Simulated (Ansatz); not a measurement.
Geometry optimisation, Ansatz, RKS PBE/def2-SVP.

The input (input.yaml):

```yaml
crystal:
  periodic: [false, false, false]
  atoms:
    - { symbol: Sn, position_ang: [0.0, 0.0, 0.0] }
    - { symbol: H, position_ang: [0.0, 0.0, 1.74] }
    - { symbol: H, position_ang: [1.6408, 0.0, -0.5794] }
    - { symbol: H, position_ang: [-0.8195, 1.4198, -0.5794] }
    - { symbol: O, position_ang: [-0.9232, -1.5994, -0.6527] }
    - { symbol: H, position_ang: [-1.3778, -2.065, 0.1197] }
basis:
  gaussian: { orbitals: def2-SVP }
hamiltonian:
  xc: pbe
relax:
  f_tol: 0.02
  max_steps: 40
```

Run as:

```bash
$ ansatz run input.yaml --threads 1 --pin off --max-ram 2048MiB --backend cpu --events-out ev --progress --plain --runs-dir out
```

Task: Where does it end, and by what steps?

Result: The run converged. The force dipped under the threshold on the way, but the program's further checks kept it going. After 9 steps the energy has fallen by 0.089 eV; H6 moved furthest, 0.40 Å.

```tsv
step	energy less start (eV)	largest force component (eV/Å)	accepted
0	0.0000	1.695	yes
1	-0.0659	0.382	yes
2	-0.0757	0.044	yes
3	-0.0769	0.023	yes
4	-0.0781	0.520	yes
5	-0.0803	0.611	yes
6	-0.0886	0.059	yes
7	-0.0893	0.004	yes
8	-0.0892	0.062	no
9	-0.0893	0.014	yes
```

```xyz
6
Properties=species:S:1:pos:R:3
Sn 0.048 0.016 0.075
H 0.114 0.083 1.807
H 1.614 -0.009 -0.637
H -0.937 1.301 -0.547
O -0.710 -1.762 -0.506
H -1.610 -1.873 -0.144
```

The run took 14 s on 1 thread of Arm Neoverse V2, with other jobs on the host, peak memory 0.1 GiB.
